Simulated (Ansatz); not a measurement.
Two members of one family (Same ligands, another metal), computed with Ansatz in the gas phase. The two geometries come from different levels. HOMO and LUMO are taken over both spins. Binding counts from free atoms in the multiplicity of their measured ground term, without zero-point energy. Singlets are spin-restricted. The structures are stationary points that may keep the symmetry of their start. Remarks come from the PBE and PBE0 runs and from stability tests at other levels; not every state was tested. HOMO above LUMO (over both spins in singlets and doublets, within one spin in higher multiplets; at PBE or PBE0), or a gap under 0.15 eV within one spin, warns that the state may not be the lowest or that an electron is smeared out.

First: NiCl2 (triplet, charge 0, PBE-D4/def2-TZVP geometry).

```xyz
3

Ni    0.0000    0.0000    0.0000
Cl   -0.7261   -1.3453    1.3690
Cl    0.7261    1.3453   -1.3690
```

```tsv
level	HOMO (eV)	LUMO (eV)	gap (eV)	binding per atom (eV)
PBE-D4/def2-TZVP	-6.99	-6.18	0.81	2.66
revPBE-D4/def2-TZVP	-6.96	-6.09	0.88	2.54
B3LYP-D4/6-31G	-8.92	-4.66	4.25	2.37
HSE06-D4/def2-TZVP	-8.87	-5.04	3.83	2.50
ωB97X-V/def2-TZVP	-11.69	-2.57	9.12	2.50
```

Metal–donor distances: 2 × Cl 2.05 Å. Remarks: HOMO above LUMO (singlet), restricted SCF unstable (singlet).

Second: CuCl2 (doublet, charge 0, r2SCAN-D4/def2-TZVP geometry).

```
atom   x (Å)   y (Å)   z (Å)
 Cu1   0.000   0.000   0.000
 Cl2  -0.828  -1.604  -0.989
 Cl3   0.828   1.604   0.989
```

**Question.** Estimate the same table for the second.

**Answer.** 
| level | HOMO (eV) | LUMO (eV) | gap (eV) | binding per atom (eV) |
| --- | --- | --- | --- | --- |
| PBE-D4/def2-TZVP | -7.07 | -7.07 | 0.00 | 2.22 |
| revPBE-D4/def2-TZVP | -7.00 | -6.98 | 0.02 | 2.10 |
| B3LYP-D4/6-31G | -8.50 | -5.92 | 2.58 | 2.38 |
| HSE06-D4/def2-TZVP | -8.44 | -6.55 | 1.89 | 2.05 |
| ωB97X-V/def2-TZVP | -11.29 | -4.27 | 7.02 | 2.02 |

Metal–donor distances: 2 × Cl 2.06 Å. Remarks: near-degenerate levels, HOMO above LUMO, gap within one spin near zero.
